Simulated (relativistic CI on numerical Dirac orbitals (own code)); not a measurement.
## Rb9+: computed level list

Computed by Dirac-Coulomb-Breit CI, orbitals from a KLI potential per configuration, model QED, unscaled Slater integrals (own radial code, finite nucleus).

Configurations in the expansion (outside the closed core [Ne]): 3s2.3p6.3d10, 3s2.3p6.3d9.4s, 3s2.3p6.3d9.4p, 3s2.3p6.3d8.4s2, 3s2.3p6.3d9.4d, 3s2.3p6.3d8.4s.4p, 3s2.3p6.3d9.5s, 3s2.3p6.3d8.4p2, 3s2.3p6.3d9.4f, 3s2.3p6.3d9.5p, 3s2.3p6.3d8.4s.4d, 3s2.3p6.3d9.5d, 3s2.3p6.3d8.4p.4d, 3s2.3p6.3d9.6s, 3s2.3p6.3d9.5f, 3s2.3p6.3d9.5g, 3s2.3p5.3d10.4s, 3s2.3p6.3d9.6p, 3s2.3p6.3d9.6d, 3s2.3p6.3d8.4d2, 3s2.3p5.3d9.4s2, 3s2.3p5.3d10.4p, 3s2.3p5.3d9.4s.4p, 3s2.3p5.3d9.4p2, 3s2.3p5.3d10.4d, 3s2.3p5.3d9.4s.4d, 3s.3p6.3d10.4s, 3s.3p6.3d9.4s2, 3s2.3p5.3d9.4p.4d, 3s2.3p5.3d10.5s, 3s2.3p5.3d10.4f, 3s2.3p5.3d10.5p, 3s.3p6.3d10.4p, 3s2.3p5.3d10.5d, 3s2.3p5.3d10.6s, 3s2.3p5.3d10.5f. Levels of other configurations are missing.

| No. | Configuration | Term | J | E (cm⁻¹) | % | Lifetime (s) |
| --- | --- | --- | --- | --- | --- | --- |
| 1 | 3s2.3p6.3d10 | 1S | 0 | 0 | 100 |  |
| 2 | 3s2.3p6.3d9.4s | 3D | 3 | 830086 | 100 |  |
| 3 | 3s2.3p6.3d9.4s | 3D | 2 | 833545 | 70 | 1.71e-06 |
| 4 | 3s2.3p6.3d9.4s | 3D | 1 | 842319 | 100 | 5.19e-02 |
| 5 | 3s2.3p6.3d9.4s | 1D | 2 | 846628 | 70 | 6.94e-07 |
| 6 | 3s2.3p6.3d9.4p | 3P° | 2 | 991312 | 90 | 2.39e-10 |
| 7 | 3s2.3p6.3d9.4p | 3F° | 3 | 998323 | 60 | 2.18e-10 |
| 8 | 3s2.3p6.3d9.4p | 3P° | 1 | 1004299 | 92 | 1.89e-10 |
| 9 | 3s2.3p6.3d9.4p | 3F° | 2 | 1007484 | 92 | 2.13e-10 |
| 10 | 3s2.3p6.3d9.4p | 3F° | 4 | 1008316 | 100 | 1.74e-10 |
| 11 | 3s2.3p6.3d9.4p | 3P° | 0 | 1012196 | 100 | 2.00e-10 |
| 12 | 3s2.3p6.3d9.4p | 1D° | 2 | 1017926 | 66 | 1.65e-10 |
| 13 | 3s2.3p6.3d9.4p | 3D° | 3 | 1019436 | 58 | 1.57e-10 |
| 14 | 3s2.3p6.3d9.4p | 1P° | 1 | 1021828 | 78 | 8.46e-12 |
| 15 | 3s2.3p6.3d9.4p | 3F° | 3 | 1024781 | 37 | 1.65e-10 |
| 16 | 3s2.3p6.3d9.4p | 3D° | 1 | 1029102 | 72 | 2.79e-11 |
| 17 | 3s2.3p6.3d9.4p | 3D° | 2 | 1031529 | 59 | 1.52e-10 |
| 18 | 3s2.3p6.3d9.4d | 3S | 1 | 1258000 | 91 | 4.10e-11 |
| 19 | 3s2.3p6.3d9.4d | 3G | 4 | 1272896 | 62 | 3.51e-11 |
| 20 | 3s2.3p6.3d9.4d | 3G | 5 | 1273094 | 100 | 3.80e-11 |
| 21 | 3s2.3p6.3d9.4d | 3P | 2 | 1273409 | 73 | 3.52e-11 |
| 22 | 3s2.3p6.3d9.4d | 1P | 1 | 1273510 | 52 | 3.93e-11 |
| 23 | 3s2.3p6.3d9.4d | 3D | 3 | 1277414 | 79 | 3.62e-11 |
| 24 | 3s2.3p6.3d9.4d | 3P | 0 | 1279398 | 100 | 3.53e-11 |
| 25 | 3s2.3p6.3d9.4d | 3G | 3 | 1279527 | 54 | 3.59e-11 |
| 26 | 3s2.3p6.3d9.4d | 3D | 2 | 1281088 | 44 | 3.65e-11 |
| 27 | 3s2.3p6.3d9.4d | 3F | 4 | 1281890 | 57 | 3.73e-11 |
| 28 | 3s2.3p6.3d9.4d | 3P | 1 | 1281926 | 51 | 3.87e-11 |
| 29 | 3s2.3p6.3d9.4d | 3G | 3 | 1286509 | 41 | 3.47e-11 |
| 30 | 3s2.3p6.3d9.4d | 3D | 1 | 1287102 | 79 | 3.63e-11 |
| 31 | 3s2.3p6.3d9.4d | 3F | 4 | 1289088 | 41 | 3.74e-11 |
| 32 | 3s2.3p6.3d9.4d | 3F | 2 | 1292327 | 34 | 3.71e-11 |
| 33 | 3s2.3p6.3d9.4d | 3F | 2 | 1294749 | 51 | 3.40e-11 |
| 34 | 3s2.3p6.3d9.4d | 3F | 3 | 1294950 | 53 | 3.68e-11 |
| 35 | 3s2.3p6.3d9.4d | 1S | 0 | 1382031 | 94 | 1.45e-11 |
| 36 | 3s2.3p6.3d9.5s | 3D | 3 | 1477923 | 100 | 1.82e-11 |
| 37 | 3s2.3p6.3d9.5s | 3D | 2 | 1479360 | 51 | 1.83e-11 |
| 38 | 3s2.3p6.3d9.5s | 3D | 1 | 1490206 | 100 | 1.82e-11 |
| 39 | 3s2.3p6.3d9.5s | 1D | 2 | 1491398 | 51 | 1.83e-11 |
| 40 | 3s2.3p6.3d9.4f | 3P° | 0 | 1509143 | 100 | 3.63e-11 |
| 41 | 3s2.3p6.3d9.4f | 3P° | 1 | 1510447 | 93 | 3.16e-11 |
| 42 | 3s2.3p6.3d9.4f | 3P° | 2 | 1512713 | 72 | 3.70e-11 |
| 43 | 3s2.3p6.3d9.4f | 3H° | 6 | 1515018 | 100 | 3.68e-11 |
| 44 | 3s2.3p6.3d9.4f | 3H° | 5 | 1515943 | 55 | 3.63e-11 |
| 45 | 3s2.3p6.3d9.4f | 1D° | 2 | 1518269 | 40 | 3.68e-11 |
| 46 | 3s2.3p6.3d9.4f | 3D° | 3 | 1518425 | 65 | 3.66e-11 |
| 47 | 3s2.3p6.3d9.4f | 3F° | 4 | 1520002 | 82 | 3.70e-11 |
| 48 | 3s2.3p6.3d9.4f | 3H° | 4 | 1520702 | 37 | 3.62e-11 |
| 49 | 3s2.3p6.3d9.4f | 3G° | 5 | 1520920 | 68 | 3.69e-11 |
| 50 | 3s2.3p6.3d9.4f | 1F° | 3 | 1521757 | 43 | 3.69e-11 |
| 51 | 3s2.3p6.3d9.4f | 3D° | 1 | 1522173 | 89 | 1.07e-11 |
| 52 | 3s2.3p6.3d9.4f | 3D° | 2 | 1526210 | 43 | 3.71e-11 |
| 53 | 3s2.3p6.3d9.4f | 3H° | 4 | 1528990 | 63 | 3.61e-11 |
| 54 | 3s2.3p6.3d9.4f | 1H° | 5 | 1529456 | 35 | 3.69e-11 |
| 55 | 3s2.3p6.3d9.4f | 3F° | 2 | 1531095 | 67 | 3.65e-11 |
| 56 | 3s2.3p6.3d9.4f | 3F° | 3 | 1532029 | 40 | 3.71e-11 |
| 57 | 3s2.3p6.3d9.4f | 3G° | 4 | 1533868 | 45 | 3.69e-11 |
| 58 | 3s2.3p6.3d9.4f | 3G° | 3 | 1534587 | 67 | 3.63e-11 |
| 59 | 3s2.3p6.3d9.5p | 3P° | 2 | 1544782 | 87 | 3.57e-11 |
| 60 | 3s2.3p6.3d9.4f | 1P° | 1 | 1547574 | 94 | 8.20e-13 |
| 61 | 3s2.3p6.3d9.5p | 3F° | 3 | 1547709 | 54 | 3.91e-11 |
| 62 | 3s2.3p6.3d9.5p | 3F° | 4 | 1551692 | 100 | 4.25e-11 |
| 63 | 3s2.3p6.3d9.5p | 3P° | 1 | 1552309 | 70 | 2.41e-11 |
| 64 | 3s2.3p6.3d9.5p | 1D° | 2 | 1554333 | 40 | 4.20e-11 |
| 65 | 3s2.3p6.3d9.5p | 3D° | 3 | 1556096 | 79 | 4.30e-11 |
| 66 | 3s2.3p6.3d9.5p | 3F° | 2 | 1559639 | 69 | 3.98e-11 |
| 67 | 3s2.3p6.3d9.5p | 3P° | 0 | 1560403 | 100 | 3.84e-11 |
| 68 | 3s2.3p6.3d9.5p | 1P° | 1 | 1561792 | 76 | 1.03e-11 |
| 69 | 3s2.3p6.3d9.5p | 3F° | 3 | 1565348 | 46 | 4.25e-11 |
| 70 | 3s2.3p6.3d9.5p | 3D° | 1 | 1566425 | 86 | 4.07e-11 |

Energies count from the lowest computed level; ° marks odd parity; lifetimes are radiative, by E1, M1, E2, M2 decay to levels of this space only; some are left blank where a channel outside the calculation adds to the decay or the decay crosses a small, uncertain gap.

The mean weight of the leading LS term, summed over parents, in these 70 levels is 70 %, and that of the leading jj configuration (from the same eigenvectors) 82 %, so jj coupling describes them better and the LS labels are nominal.

At this charge energies of transitions that change n are usually good to better than 1 %, and those within a shell (Δn = 0) to a few per cent.

LS names give the leading component of a level, which can be under half, so a name can repeat, a term be missing and a line seem to break the LS rules.
